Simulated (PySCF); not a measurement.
## Calculated data, AlH₂O₂, C₃H₇Al, AlB₂FH₄, AlBH₅NO and others

Computed with PySCF 2.14.0. Calculation on a computer-drawn molecule: the log of a Hartree-Fock and frozen-core CCSD(T) single point meant for a local Hartree-Fock minimum, with one planted fault or none, to be diagnosed. Offsets are logged minus clean, where the clean run is the same molecule without the fault. The reference is restricted for singlets and unrestricted otherwise, and also for a bond in bohr or an excited solution. Adding or removing an electron swaps singlet and doublet. The excited solution moves the top pair (singlet) or top alpha electron (doublet) to the lowest empty orbital. Highest occupied and lowest empty are orbital energies over both spins, largest force is the largest gradient component, triples share is (T) over the correlation energy, the T1 limit is 0.02 restricted and 0.045 unrestricted, electrons count all cores, a negative frequency is imaginary (commonest isotopes), and the dipole is about the centre of nuclear charge.

Common to all runs: meant basis cc-pV(D+d)Z; logged SCF converged yes; possible faults no fault, one electron removed, one electron added, multiplicity raised by two, geometry at a saddle point, SCF held on an excited solution, minimal basis STO-3G, one bond length entered in bohr, all coordinates scaled.

```yaml
- entry: 1
  formula: AlH2O2
  logged_structure:
    atoms_angstrom:
      - [O, 2.1375, -0.7766, 0.4047]
      - [Al, 1.6425, 0.6098, -0.1816]
      - [O, 1.1475, 1.9961, -0.7682]
      - [H, 2.4312, -1.6027, 0.7536]
      - [H, 0.8529, 2.8218, -1.1174]
  given:
    meant_charge: 1
    meant_multiplicity: 1
    logged_electrons: 30
    logged_basis_functions: 61
    logged_spin_squared: 0.0
    "logged_highest_occupied [eV]": -11.574
    "logged_lowest_empty [eV]": -14.205
    "logged_largest_force [hartree/bohr]": 0.13488
    logged_CC_converged: "no"
    "logged_dipole_magnitude [debye]": 0.0024136
    logged_SCF_stable_within_its_kind: "no"
    "logged_energy_HF [hartree]": -391.98916
    drawn_bonds_atom: [1, 2, 1, 3]
    drawn_bonds_other_atom: [2, 3, 4, 5]
    drawn_bonds_order: [1, 1, 1, 1]
  results:
    planted_fault: "SCF held on an excited solution"
    "HF_energy_offset_from_clean_run [kcal/mol]": 412.5
  notes: ["CCSD not converged"]
- entry: 2
  formula: C3H7Al
  logged_structure:
    atoms_angstrom:
      - [C, -1.7979, -0.1288, -0.6718]
      - [C, -1.4732, 0.2624, 0.7693]
      - [C, -0.3861, 1.3493, 0.8738]
      - [Al, -0.7794, 3.2019, 0.1829]
      - [H, -0.9067, -0.495, -1.1892]
      - [H, -2.5525, -0.9181, -0.7107]
      - [H, -2.1848, 0.7202, -1.2462]
      - [H, -1.169, -0.6377, 1.3145]
      - [H, -2.3921, 0.6049, 1.2601]
      - [H, -0.1142, 1.4916, 1.9345]
      - [H, 0.5401, 0.9875, 0.3961]
  given:
    meant_charge: 0
    meant_multiplicity: 1
    logged_electrons: 37
    logged_basis_functions: 100
    logged_spin_squared: 0.7902
    "logged_highest_occupied [eV]": -15.313
    "logged_lowest_empty [eV]": -5.6827
    "logged_largest_force [hartree/bohr]": 0.03171
    logged_T1_diagnostic: 0.01369
    logged_D1_diagnostic: 0.048481
    logged_triples_share: 0.029811
    logged_CC_converged: "yes"
    "logged_dipole_magnitude [debye]": 5.8624
    logged_SCF_stable_within_its_kind: "yes"
    "logged_energy_HF [hartree]": -359.33265
    "logged_energy_CCSD(T) [hartree]": -359.85841
    drawn_bonds_atom: [1, 2, 3, 1, 1, 1, 2, 2, 3, 3]
    drawn_bonds_other_atom: [2, 3, 4, 5, 6, 7, 8, 9, 10, 11]
    drawn_bonds_order: [1, 1, 1, 1, 1, 1, 1, 1, 1, 1]
  results:
    planted_fault: "one electron removed"
    "HF_energy_offset_from_clean_run [kcal/mol]": 150.8
    "CCSD(T)_energy_offset_from_clean_run [kcal/mol]": 171.4
- entry: 3
  formula: AlB2FH4
  logged_structure:
    atoms_angstrom:
      - [B, -1.7694, -0.1269, 0.0]
      - [B, -0.1978, 0.6832, 0.0]
      - [Al, 1.7251, -0.3232, 0.0]
      - [F, 3.1128, 0.593, 0.0]
      - [H, -2.8006, 0.4925, 0.0]
      - [H, -1.8724, -1.3264, 0.0]
      - [H, -0.1863, 1.8882, 0.0]
      - [H, 1.9885, -1.8804, 0.0]
  given:
    meant_charge: 0
    meant_multiplicity: 1
    logged_electrons: 36
    logged_basis_functions: 85
    logged_spin_squared: 0.0
    "logged_highest_occupied [eV]": -10.078
    "logged_lowest_empty [eV]": -0.44994
    "logged_largest_force [hartree/bohr]": 2.4469e-05
    "logged_lowest_frequency [cm^-1]": -487.88
    logged_T1_diagnostic: 0.012343
    logged_D1_diagnostic: 0.036656
    logged_triples_share: 0.018737
    logged_CC_converged: "yes"
    "logged_dipole_magnitude [debye]": 2.1014
    logged_SCF_stable_within_its_kind: "yes"
    "logged_energy_HF [hartree]": -393.04785
    "logged_energy_CCSD(T) [hartree]": -393.5071
    drawn_bonds_atom: [1, 2, 3, 1, 1, 2, 3]
    drawn_bonds_other_atom: [2, 3, 4, 5, 6, 7, 8]
    drawn_bonds_order: [1, 1, 1, 1, 1, 1, 1]
  results:
    planted_fault: "geometry at a saddle point"
    "HF_energy_offset_from_clean_run [kcal/mol]": 16.85
    "CCSD(T)_energy_offset_from_clean_run [kcal/mol]": 18.84
- entry: 4
  formula: AlBH5NO
  logged_structure:
    atoms_angstrom:
      - [B, -1.1685, -0.9598, -0.0495]
      - [Al, -2.2499, 0.8735, 0.1875]
      - ["N", -1.4724, 2.4624, 0.2231]
      - [O, -3.9347, 0.7605, 0.3465]
      - [H, -0.9354, -1.4436, -1.1277]
      - [H, -0.753, -1.5954, 0.8856]
      - [H, -0.4855, 2.619, 0.1358]
      - [H, -1.9348, 3.3459, 0.3322]
      - [H, -4.5853, 1.4315, 0.4593]
  given:
    meant_charge: 0
    meant_multiplicity: 1
    logged_electrons: 39
    logged_basis_functions: 90
    logged_spin_squared: 0.7617
    "logged_highest_occupied [eV]": -0.16791
    "logged_lowest_empty [eV]": 8.0271
    "logged_largest_force [hartree/bohr]": 0.0491
    logged_T1_diagnostic: 0.013467
    logged_D1_diagnostic: 0.041608
    logged_triples_share: 0.023557
    logged_CC_converged: "yes"
    "logged_dipole_magnitude [debye]": 9.6139
    logged_SCF_stable_within_its_kind: "yes"
    "logged_energy_HF [hartree]": -398.86453
    "logged_energy_CCSD(T) [hartree]": -399.43849
    drawn_bonds_atom: [1, 2, 2, 1, 1, 3, 3, 4]
    drawn_bonds_other_atom: [2, 3, 4, 5, 6, 7, 8, 9]
    drawn_bonds_order: [1, 1, 1, 1, 1, 1, 1, 1]
  results:
    planted_fault: "one electron added"
    "HF_energy_offset_from_clean_run [kcal/mol]": 18.8
    "CCSD(T)_energy_offset_from_clean_run [kcal/mol]": 5.743
- entry: 5
  formula: BH5NSi
  logged_structure:
    atoms_angstrom:
      - [B, -1.252, 0.1395, -0.8865]
      - ["N", -0.8082, -0.0908, 0.4161]
      - [Si, -1.4082, -1.2692, 1.5675]
      - [H, -2.1432, -0.4652, -1.4159]
      - [H, -0.0516, 0.4921, 0.7296]
      - [H, -1.8985, -0.5901, 2.7881]
      - [H, -2.5038, -2.0166, 0.9247]
      - [H, -0.3235, -2.1935, 1.9679]
  given:
    meant_charge: 0
    meant_multiplicity: 2
    logged_electrons: 31
    logged_basis_functions: 76
    logged_spin_squared: 3.7653
    "logged_highest_occupied [eV]": -5.4161
    "logged_lowest_empty [eV]": -0.75492
    "logged_largest_force [hartree/bohr]": 0.15589
    logged_T1_diagnostic: 0.017588
    logged_D1_diagnostic: 0.078725
    logged_triples_share: 0.02209
    logged_CC_converged: "yes"
    "logged_dipole_magnitude [debye]": 6.3727
    logged_SCF_stable_within_its_kind: "yes"
    "logged_energy_HF [hartree]": -370.78357
    "logged_energy_CCSD(T) [hartree]": -371.13726
    drawn_bonds_atom: [1, 2, 1, 2, 3, 3, 3]
    drawn_bonds_other_atom: [2, 3, 4, 5, 6, 7, 8]
    drawn_bonds_order: [1, 1, 1, 1, 1, 1, 1]
  results:
    planted_fault: "multiplicity raised by two"
    "HF_energy_offset_from_clean_run [kcal/mol]": 122.4
    "CCSD(T)_energy_offset_from_clean_run [kcal/mol]": 143.8
- entry: 6
  formula: CH2BFSi
  logged_structure:
    atoms_angstrom:
      - [F, -0.9243, -2.2099, 1.7199]
      - [B, -0.2644, -1.5277, 0.87]
      - [C, 0.3721, -0.7554, -0.0999]
      - [Si, -0.8792, 0.0316, -1.204]
      - [H, 1.4471, -0.6481, -0.1739]
      - [H, 0.0924, 0.7678, -2.1054]
  given:
    meant_charge: 0
    meant_multiplicity: 1
    logged_electrons: 36
    logged_basis_functions: 75
    logged_spin_squared: 0.0
    "logged_highest_occupied [eV]": -5.1969
    "logged_lowest_empty [eV]": -2.3716
    "logged_largest_force [hartree/bohr]": 0.072179
    logged_CC_converged: "no"
    "logged_dipole_magnitude [debye]": 1.4957
    logged_SCF_stable_within_its_kind: "no"
    "logged_energy_HF [hartree]": -451.79141
    drawn_bonds_atom: [1, 2, 3, 3, 4]
    drawn_bonds_other_atom: [2, 3, 4, 5, 6]
    drawn_bonds_order: [1, 2, 1, 1, 1]
  results:
    planted_fault: "SCF held on an excited solution"
    "HF_energy_offset_from_clean_run [kcal/mol]": 165.5
  notes: ["CCSD not converged"]
```
